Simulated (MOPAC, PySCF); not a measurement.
C2H6OSi, SMILES `C=CO[SiH3]` (C–C–O–Si torsion 0°), neutral singlet in the gas phase. 

Z-matrix (Å, degrees):
```
O
C 1 1.3590
C 2 1.3280 1 126.60
H 3 1.0797 2 119.54 1 -179.99
H 3 1.0823 4 117.57 2 -179.99
H 2 1.0839 3 121.99 4 0.00
Si 1 1.6622 2 127.07 6 -179.99
H 7 1.4741 1 105.02 2 180.00
H 7 1.4807 8 110.82 1 119.41
H 7 1.4807 8 110.82 9 121.18
```
Charge 0, multiplicity 1.

All levels are single points at this geometry (B3LYP-D3(BJ)/def2-TZVP); Pople sets use spherical d functions. Orbital energies aren't observables, and empty levels follow the basis.

PM7 in MOPAC gives HOMO (eV) = -9.83.

**Question.** Estimate the HOMO (eV) from each of these levels: TPSSh-D3(BJ)/def2-TZVP in PySCF; B3LYP/3-21G in PySCF; B3LYP/6-311+G** in PySCF; B3LYP/6-31G* in PySCF; B3LYP/LANL2DZ in PySCF; BP86/6-31G* in PySCF; M06-2X/6-31G* in PySCF; PBE/6-31G* in PySCF; SVWN5/6-31G* in PySCF; HF/3-21G in PySCF; HF/STO-3G in PySCF; PM6 in MOPAC.

**Answer.** 
```json
[
 {"level": "TPSSh-D3(BJ)/def2-TZVP in PySCF", "HOMO (eV)": "-6.38"},
 {"level": "B3LYP/3-21G in PySCF", "HOMO (eV)": "-6.39"},
 {"level": "B3LYP/6-311+G** in PySCF", "HOMO (eV)": "-6.88"},
 {"level": "B3LYP/6-31G* in PySCF", "HOMO (eV)": "-6.47"},
 {"level": "B3LYP/LANL2DZ in PySCF", "HOMO (eV)": "-6.66"},
 {"level": "BP86/6-31G* in PySCF", "HOMO (eV)": "-5.60"},
 {"level": "M06-2X/6-31G* in PySCF", "HOMO (eV)": "-8.03"},
 {"level": "PBE/6-31G* in PySCF", "HOMO (eV)": "-5.49"},
 {"level": "SVWN5/6-31G* in PySCF", "HOMO (eV)": "-5.63"},
 {"level": "HF/3-21G in PySCF", "HOMO (eV)": "-9.53"},
 {"level": "HF/STO-3G in PySCF", "HOMO (eV)": "-7.09"},
 {"level": "PM6 in MOPAC", "HOMO (eV)": "-10.22"}
]
```
